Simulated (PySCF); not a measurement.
**Spin states and ions at one geometry of Y2O3**

PySCF 2.14.0, RKS r2SCAN, Y def2-SVP with ECP28, O def2-SVP; non-relativistic Hamiltonian with scalar-relativistic core potentials where named; density fitting; no spin-orbit coupling; singlets restricted, open shells unrestricted. The geometry is relaxed for charge 0, singlet, vacuum:

```xyz
5

Y     0.0000    0.0000    1.3661
Y     0.0000    0.0000   -1.3661
O     1.5427    0.0000    0.0000
O    -0.7714    1.3361    0.0000
O    -0.7714   -1.3360    0.0000
```

Energies count from the relaxed state; an electron taken off or put on is at rest in vacuum. Charges and spins are Mulliken's.

Order these states by energy, lowest first.
A. charge -1, doublet, vacuum
B. charge 0, singlet, vacuum
C. charge 0, triplet, vacuum
D. charge +1, doublet, vacuum

A (-0.59 eV), B (0.00 eV), C (2.45 eV), D (6.86 eV).

How do charge and spin on the first atom follow?


```json
{"state": "charge 0, singlet, vacuum", "spin squared": "0.00", "charge on Y1 (e)": "0.88", "spin on Y1 (e)": "0.00", "dipole about the centre of mass (D)": "0.00"}
{"state": "charge 0, triplet, vacuum", "spin squared": "2.02", "charge on Y1 (e)": "0.71", "spin on Y1 (e)": "0.38", "dipole about the centre of mass (D)": "0.01"}
{"state": "charge +1, doublet, vacuum", "spin squared": "0.77", "charge on Y1 (e)": "1.18", "spin on Y1 (e)": "-0.13", "dipole about the centre of mass (D)": "0.00"}
{"state": "charge -1, doublet, vacuum", "spin squared": "0.75", "charge on Y1 (e)": "0.38", "spin on Y1 (e)": "0.52", "dipole about the centre of mass (D)": "0.00"}
```

With an electron taken off (doublet) the charges change, summed by element, by Y +0.62 e, O +0.38 e. The vertical ionisation energy is 6.86 eV, against −ε(HOMO) = 4.01 eV of the relaxed state. The level lies 2.8 eV too high, as is usual for semilocal functionals and global hybrids, which keep a self-interaction error.

With an electron put on (doublet) the charges change, summed by element, by Y -0.99 e, O -0.01 e. The vertical electron affinity is 0.59 eV, against −ε(LUMO) = 1.47 eV of the relaxed state. The basis has no diffuse functions, which an added electron needs. The added electron's level lies above zero.

Open shells may have lower solutions than those found.

No frequency check is given that shows the relaxed geometry to be a minimum.
